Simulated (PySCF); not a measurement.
An excited-state job on `C=Cc1pcpc(Br)p1`.

Computed with TDDFT B3LYP/def2-SVPD, vertical, gas phase, core orbitals frozen in the response (PySCF 2.14.0, density-fitted response routines). Geometry: GFN2-xTB. The command runs a driver script over a list of jobs; the input below is this job's line of settings and its coordinates in Å.

Command:
```bash
OMP_NUM_THREADS=1 python probes_run.py task.json out
```

Input:
```
{"job": {"kind": "uv", "xc": "B3LYP", "basis": "def2-SVPD", "nstates": 8, "ntriplets": 3}, "charge": 0, "multiplicity": 1}
C     -2.814929    -0.004204    -0.073128
C     -1.710595    -0.735472    -0.197797
C     -0.343858    -0.251446    -0.062674
P     -0.126687     1.452776     0.296291
C      1.577035     1.715093     0.395637
P      3.008799     0.758747     0.235492
C      2.377897    -0.823955    -0.112402
Br     3.777082    -2.139443    -0.352130
P      0.811497    -1.545828    -0.303893
H     -3.793295    -0.437619    -0.187742
H     -2.774611     1.050896     0.147681
H     -1.799458    -1.794899    -0.420509
H      1.806735     2.755840     0.617446
```

Output:
```
coarse grid: 62360 points
cycle   1  E = -3790.3620673307  dE =  1.850e-01  |g| = 4.174e-01  |ddm| = 7.878e+00
cycle   2  E = -3790.2765134436  dE =  8.555e-02  |g| = 6.485e-01  |ddm| = 1.890e+00
cycle   3  E = -3790.3995022469  dE = -1.230e-01  |g| = 1.516e-01  |ddm| = 1.077e+00
cycle   4  E = -3790.4058072381  dE = -6.305e-03  |g| = 7.994e-02  |ddm| = 3.482e-01
cycle   5  E = -3790.4076789020  dE = -1.872e-03  |g| = 1.911e-02  |ddm| = 1.308e-01
cycle   6  E = -3790.4077612281  dE = -8.233e-05  |g| = 8.980e-03  |ddm| = 4.049e-02
cycle   7  E = -3790.4077837968  dE = -2.257e-05  |g| = 2.176e-03  |ddm| = 2.014e-02
cycle   8  E = -3790.4077849817  dE = -1.185e-06  |g| = 1.142e-03  |ddm| = 5.003e-03
final grid: 126384 points
cycle   9  E = -3790.4077562638  dE =  2.138e-06  |g| = 2.805e-03  |ddm| = 1.130e-02
cycle  10  E = -3790.4077419958  dE =  1.427e-05  |g| = 7.093e-03  |ddm| = 1.527e-02
cycle  11  E = -3790.4077588639  dE = -1.687e-05  |g| = 3.247e-04  |ddm| = 1.097e-02
cycle  12  E = -3790.4077588910  dE = -2.717e-08  |g| = 5.046e-05  |ddm| = 5.155e-04
cycle  13  E = -3790.4077588916  dE = -6.166e-10  |g| = 1.592e-05  |ddm| = 9.187e-05
converged SCF energy = -3790.4077588916

Static polarisability (au): isotropic 170.605, principal 90.280 169.571 251.964

Singlet excitations
state   eV       nm        f      main configurations
  1   3.0833    402.1   0.00088   H->L+1 0.61, H-1->L 0.37
  2   3.3372    371.5   0.00282   H-2->L 0.96
  3   3.3802    366.8   0.10391   H->L 0.93
  4   3.5834    346.0   0.01029   H-2->L+1 0.59, H-3->L 0.36
  5   3.6524    339.5   0.00005   H-3->L 0.60, H-2->L+1 0.39
  6   3.8726    320.2   0.00639   H-3->L+1 0.97
  7   3.9448    314.3   0.21058   H-1->L 0.36, H-1->L+1 0.34, H->L+1 0.23
  8   3.9712    312.2   0.26764   H-1->L+1 0.59, H-1->L 0.20, H->L+1 0.10

Triplet excitations (Tamm-Dancoff, eV): 2.0615 2.6243 2.8567
```

The SCF starts on a coarse grid where the log names one; the energy can jump when the final grid takes over, and dE then counts from the start density on the new grid. H and L stand for HOMO and LUMO; the number after each pair is its weight.

Q: How does the lowest singlet excitation compare with the HOMO–LUMO gap?

A: HOMO -6.73 eV and LUMO -3.12 eV give a gap of 3.61 eV; S1 at 3.08 eV lies 0.53 eV below it.

Summary of the converged run: HOMO -6.73 eV, LUMO -3.12 eV; lowest singlet 3.08 eV; lowest triplet 2.06 eV (Tamm–Dancoff); mean polarisability 170.6 au.

 Relativistic effects, spin–orbit coupling among them, are left out although an element past zinc is present.

Q: How long does this job take on one thread, Arm Neoverse V1 (aarch64) (shared host)? And the peak memory of the process?

A: About 56 s, with 0.97 GiB resident at the peak, the Python interpreter and its libraries included.

One conformer stands for the species.
Labels such as C1 count atoms from 1, the log's own numbers from 0.
